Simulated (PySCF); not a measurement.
CH5NSSe, singlet, geometry from GFN2-xTB. Base run: DF-CAMB3LYP/cc-pV(D+d)Z in PySCF.

The PySCF input:
```python
from pyscf import gto, scf, dft

mol = gto.M(
    atom='''
Se    0.389882    0.271647    0.744536
N     0.996111    1.567527   -0.454396
H     2.008969    1.632021   -0.439189
H     0.611952    2.476376   -0.219363
S    -0.285927   -1.213867   -0.668658
C    -1.927668   -0.579569   -1.162514
H    -2.573004   -0.507814   -0.292937
H    -2.328193   -1.297701   -1.869305
H    -1.807652    0.387704   -1.639052
''',
    basis='cc-pv(d+d)z',
    charge=0,
    spin=0,
    verbose=4,
    max_memory=1800,
)

mf = dft.RKS(mol)
mf.xc = 'camb3lyp'
mf = mf.density_fit(auxbasis='def2-universal-jkfit')
mf.kernel()
```

The job was repeated with other settings on one machine. Differences are taken from the largest basis of the cc-pV(X+d)Z family in the series, which isn't the basis-set limit (cc-pV(Q+d)Z: -2895.811692 Eh). The cheapest run took very roughly 12 core-seconds.

```
setting      basis functions  cost, times the cheapest (rough)  difference in total energy (mEh)
-----------  ---------------  --------------------------------  --------------------------------
cc-pV(D+d)Z              103                                 1                            153.14
cc-pV(T+d)Z              212                                 2                             16.09
cc-pV(Q+d)Z              392                                 4                         reference
```

Times come from a shared machine, hold the start-up and are rough. Total energies converge more slowly with the basis than energy differences do.
